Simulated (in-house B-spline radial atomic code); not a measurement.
Atomic self-consistent-field run: Rh III (Rh2+). Computed with a radial B-spline atomic code at the basis-set limit: scalar-relativistic (X2C) TPSSh, spin-polarised, spherical fractional occupations, exact exchange averaged over the configuration, Fermi nucleus of rms radius 4.4945 fm.

Command:
```bash
python run_scf.py task.json out
```
Settings (nuclear radius in fm, mass in u):
```
Z                45
configuration    [Kr] 4d7
hamiltonian      x2c
method           tpssh
spin_polarised   True
nucleus          fermi
rms_radius       4.4945
atomic_mass      102.90549
speed_of_light   137.035999084
exact_exchange   averaged over the configuration
```

Output (hartree, bohr):
```
 radial grid: 73 intervals, B-splines of order 8, outer radius 38.5185 bohr

 iter        energy (Eh)    residual
    1       -4782.515093    7.30e-02
    2       -4782.519213    1.33e-03
    3       -4782.519233    5.18e-04
    4       -4782.519235    2.13e-04
    5       -4782.519235    5.24e-05
    6       -4782.519235    9.23e-06
    7       -4782.519235    3.96e-07

 total energy                     -4782.51924
 kinetic                            4985.9729
 electron-nucleus                 -11546.6846
 Hartree                            1917.3742
 exact exchange                      -13.6620
 exchange-correlation               -125.5197

 orbital      occ     eigenvalue          <r>       <r^2>       <1/r>       r_max
 1s up      1.000      -848.1667    0.0320875  0.00140149     48.8199     0.02055
 1s down    1.000      -848.1672    0.0320875  0.00140149     48.8199     0.02055
 2s up      1.000      -123.9729     0.141379   0.0236289     10.9884      0.1196
 2s down    1.000      -123.9553     0.141369   0.0236257     10.9895      0.1196
 2p up      3.000      -111.1354     0.123474   0.0186378     10.3557     0.09549
 2p down    3.000      -111.1209     0.123462   0.0186342     10.3565     0.09548
 3s up      1.000       -22.9849      0.38986    0.174072     3.78298       0.351
 3s down    1.000       -22.9771     0.389866    0.174053     3.78208      0.3511
 3p up      3.000       -18.7359     0.389936    0.176786     3.54925      0.3443
 3p down    3.000       -18.7258     0.389913    0.176727     3.54858      0.3444
 3d up      5.000       -11.9446     0.370448    0.164025     3.30592      0.2916
 3d down    5.000       -11.9253     0.370468     0.16399      3.3051      0.2918
 4s up      1.000        -3.9302     0.982033     1.09177     1.40474      0.8838
 4s down    1.000        -3.8397     0.978804     1.08501      1.4116      0.8809
 4p up      3.000        -2.7267      1.07789     1.32874     1.25184      0.9454
 4p down    3.000        -2.6251      1.07521     1.32335     1.25713      0.9414
 4d up      5.000        -1.0071      1.42986     2.43497    0.929832       1.125
 4d down    2.000        -0.9181      1.45329     2.53414    0.920639       1.126
```

Run time, properties included: 0.41 s on 1 thread of Intel(R) Xeon(R) 6975P-C (shared host).

One-electron X2C: radii and densities carry no picture-change correction, so inner-shell <1/r> comes out high (for 1s by about 2 % at Z = 33, 5 % at 54, 10 % at 75, 30 % at 118) and <r> low.
